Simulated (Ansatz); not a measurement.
```yaml
crystal:
  periodic: [false, false, false]
  atoms:
    - {symbol: C, position_ang: [2.756362, 0.487124, 0.290161]}
    - {symbol: C, position_ang: [1.878256, -0.234634, -0.717760]}
    - {symbol: N, position_ang: [0.482398, -0.354391, -0.256412]}
    - {symbol: C, position_ang: [0.024129, -1.238202, 0.697438]}
    - {symbol: C, position_ang: [-1.309656, -0.984288, 0.873944]}
    - {symbol: N, position_ang: [-1.637859, 0.054349, 0.027304]}
    - {symbol: C, position_ang: [-2.967216, 0.644112, -0.118083]}
    - {symbol: C, position_ang: [-0.538291, 0.419578, -0.646432]}
    - {symbol: H, position_ang: [3.781479, 0.546090, -0.103031]}
    - {symbol: H, position_ang: [2.795258, -0.047474, 1.250890]}
    - {symbol: H, position_ang: [2.400821, 1.512264, 0.471624]}
    - {symbol: H, position_ang: [1.847289, 0.291135, -1.683077]}
    - {symbol: H, position_ang: [2.234758, -1.256993, -0.914286]}
    - {symbol: H, position_ang: [0.674180, -1.974712, 1.165485]}
    - {symbol: H, position_ang: [-2.044561, -1.457318, 1.522198]}
    - {symbol: H, position_ang: [-3.674501, -0.121797, -0.464167]}
    - {symbol: H, position_ang: [-2.920399, 1.455489, -0.853585]}
    - {symbol: H, position_ang: [-3.298100, 1.047017, 0.848670]}
    - {symbol: H, position_ang: [-0.484359, 1.212651, -1.390874]}
basis:
  gaussian: {orbitals: STO-3G}
total_charge: 1
magnetization: {spin_polarized: true, initial_magnetization: 0}
hamiltonian: {xc: {name: BHLYP}}
scf: {omitted_lower_state_checks: [starts]}
```

```sh
$ ansatz run in.yaml --threads 4 --pin off --events-out ev --progress --plain --max-ram 4787MiB
```

It prints (some lines left out):

```
Functional definition: BHLYP
721 factors; integrals over basis functions are off by at most 3.2e-5 eV
mean field evaluation 1: about -9255.2960 eV, gradient 9.1e0 eV
mean field evaluation 2: about -9255.7339 eV, gradient 6.1e0 eV
mean field evaluation 4: about -9255.9405 eV, gradient 5.0e-1 eV
mean field evaluation 8: about -9256.0292 eV, gradient 2.5e-2 eV
mean field -9256.02919895 eV, -340.1527990996 hartree, gradient 2.8e-5 eV, S^2 0.000000; 0 other end points of the search recorded, 0 dependent functions left out
reference -9256.02938262 eV, -340.1528058491 hartree; 30, 30 occupied and 21, 21 virtual orbitals, 721 factors
Total energy: -9256.02938262 eV, -340.1528058491 hartree
Checks for a lower state left out: starts
```

It took 1.5 s on 4 threads of Arm Neoverse V1 on a shared host.
